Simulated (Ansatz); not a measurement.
Coupled-cluster run, C₅HAlClF₇O₂, SMILES `FC(F)(F)C1=CC(C(F)(F)F)=[O+][Al-]([F])([Cl])[O]1`.

```yaml
crystal:
  periodic: [false, false, false]
  atoms:
    - {symbol: F, position_ang: [-2.176469, 2.492231, 1.340869]}
    - {symbol: C, position_ang: [-1.631243, 1.327579, 1.626142]}
    - {symbol: F, position_ang: [-0.913773, 1.448186, 2.744007]}
    - {symbol: F, position_ang: [-2.600619, 0.439640, 1.851544]}
    - {symbol: C, position_ang: [-0.729774, 0.829582, 0.483972]}
    - {symbol: C, position_ang: [-0.092274, -0.391464, 0.648392]}
    - {symbol: C, position_ang: [0.748312, -0.877974, -0.342120]}
    - {symbol: C, position_ang: [1.443651, -2.227087, -0.093907]}
    - {symbol: F, position_ang: [2.216529, -2.567437, -1.104797]}
    - {symbol: F, position_ang: [0.525348, -3.177243, 0.087635]}
    - {symbol: F, position_ang: [2.185528, -2.153284, 1.011980]}
    - {symbol: O, position_ang: [1.007144, -0.319844, -1.442080]}
    - {symbol: Al, position_ang: [0.317751, 1.259661, -2.030878]}
    - {symbol: F, position_ang: [1.529405, 2.360218, -2.138178]}
    - {symbol: Cl, position_ang: [-0.963727, 0.928225, -3.638535]}
    - {symbol: O, position_ang: [-0.643680, 1.587524, -0.519284]}
    - {symbol: H, position_ang: [-0.241007, -0.958913, 1.555239]}
basis:
  gaussian: {orbitals: def2-TZVPP}
correlation: {method: ccsd_t}
output: {orbitals: {seedname: orbitals}}
```

```sh
$ ansatz run in.yaml --threads 11 --pin off --events-out ev --progress --plain --max-ram 174080MiB --backend cuda --devices 0, --max-vram 75GiB
```

Log, shortened:

```
Functional definition: HF
3475 factors; integrals over basis functions are off by at most 9.0e-4 eV
mean field evaluation 1: about -47278.1861 eV, gradient 7.8e1 eV
mean field evaluation 2: about -47278.8454 eV, gradient 7.9e1 eV
mean field evaluation 4: about -47289.8411 eV, gradient 6.7e0 eV
mean field evaluation 8: about -47290.0068 eV, gradient 7.8e-1 eV
mean field evaluation 16: about -47290.0086 eV, gradient 2.8e-6 eV
mean field -47290.00859062 eV, -1737.8757613863 hartree, gradient 2.8e-6 eV, S^2 0.000000; 0 other end points of the search recorded, 0 dependent functions left out
24 core orbitals not correlated: weight in the atoms' cores, before any rotation towards them, 1.000 or more for the frozen orbitals, at most 0.000 for the correlated occupied ones
reference -47290.00859062 eV, -1737.8757613863 hartree; 46, 46 occupied and 462, 462 virtual orbitals, 3475 factors
second order -87.12106543 eV of doubles, -0.00000000 eV of singles
cycle   1  -85.45359625 eV  change     1.7e0 eV  update   2.1e-1
cycle   2  -87.31404850 eV  change    -1.9e0 eV  update   6.4e-2
cycle   3  -87.74851090 eV  change   -4.3e-1 eV  update   3.3e-2
cycle   4  -87.70833676 eV  change    4.0e-2 eV  update   1.0e-2
cycle   5  -87.68328563 eV  change    2.5e-2 eV  update   5.4e-3
cycle   6  -87.68922565 eV  change   -5.9e-3 eV  update   1.9e-3
cycle   7  -87.69026776 eV  change   -1.0e-3 eV  update   7.9e-4
cycle   8  -87.68935882 eV  change    9.1e-4 eV  update   2.9e-4
cycle   9  -87.68926100 eV  change    9.8e-5 eV  update   1.0e-4
perturbative correction -3.33170019 eV, -0.1224377237 hartree
Total energy: -47381.02955181 eV, -1741.2207200137 hartree
```

Run time 85 s (11 threads of an AMD EPYC 7R13 on a shared host and a whole NVIDIA H100 80 GB); peak host memory 1.3 GiB.

Correlation energy per correlated electron: -0.989 eV. T1 diagnostic: 0.0146.
